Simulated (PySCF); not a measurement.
Compound: SnHMe2(tBu), C6H16Sn.
Cartesian coordinates in Å at the PBE0-D3(BJ)/def2-SVP level; atoms count from 1:
```
atom  x, y, z in Å
Sn1    0.5387    0.9135    0.7166
H2     0.5900    0.8869    2.4436
C3     2.5500    0.9234   -0.0632
H4     2.5257    0.9453   -1.1626
H5     3.0910    0.0224    0.2597
H6     3.0965    1.8086    0.2926
C7    -0.4969    2.6826    0.0460
H8    -1.5318    2.6901    0.4170
H9    -0.5157    2.7106   -1.0528
H10    0.0127    3.5857    0.4114
C11   -0.5077   -0.8744    0.0028
C12   -0.6711   -0.7654   -1.5108
C13   -1.8746   -0.9484    0.6768
C14    0.3230   -2.1042    0.3565
H15   -1.1856   -1.6607   -1.9091
H16   -1.2733    0.1110   -1.8006
H17    0.2991   -0.6929   -2.0295
H18   -2.4976   -0.0687    0.4470
H19   -1.7909   -1.0232    1.7732
H20   -2.4305   -1.8398    0.3285
H21    0.4696   -2.2064    1.4439
H22    1.3185   -2.0817   -0.1158
H23   -0.1819   -3.0248    0.0070
```

Level of theory: PBE0-D3(BJ)/def2-SVP geometry optimisation, gas phase, def2 core potentials past Kr in PySCF 2.14.0.

(1) Which atoms are bound to Sn1, and at what distances?

(2) List the angles at Sn1.

(3) What is the shape at Sn1?

(4) What are the other bond lengths?

(5) Give some angles away from the centre.

(6) What are the rotational constants (commonest isotopes, rigid rotor)?

## Answers

(1) 4 atoms: H2 1.728 Å, C7 2.157 Å, C3 2.157 Å, C11 2.191 Å. The nearest atom not counted as bound is H9, at 2.73 Å (others tie with it).

(2) 
```tsv
angle	degrees	distance of the outer atoms (Å)
C7–Sn1–C11	109.8	3.56
H2–Sn1–C7	109.7	3.19
H2–Sn1–C3	109.5	3.18
C3–Sn1–C7	109.4	3.52
C3–Sn1–C11	109.3	3.55
H2–Sn1–C11	109.1	3.20
```

(3) Tetrahedral: angles from 109.1° to 109.8°; τ4 = (360° − α − β)/141° = 1.00 with α and β the two widest (0 for a square, 1 for a tetrahedron). The Sn–C distances aren't all alike: 2.157 to 2.191 Å.

(4) C3–H4 and 5 like bonds 1.099 Å; C11–C12, C11–C13, C11–C14 1.526 Å; C12–H15 and 8 like bonds 1.104 Å.

(5) Sn1–C11–C12 108.4°, Sn1–C11–C13 108.9°, C12–C11–C13 110.2°.

(6) A = 2106, B = 1184, C = 1010 MHz: an asymmetric top.

Point group: near Cs, missed by 0.27 Å at most; the miss may be what the optimiser left on a soft mode. Charge 0, singlet. No PBE0-D3(BJ)/def2-SVP frequencies stand behind this structure, so it isn't proved a minimum.

The run took 6.3 min wall on one thread, Intel Xeon at 2.50 GHz (x86_64), no GPU, on a shared host, and the process peaked at 0.86 GiB of memory. These figures are those of the optimisation.
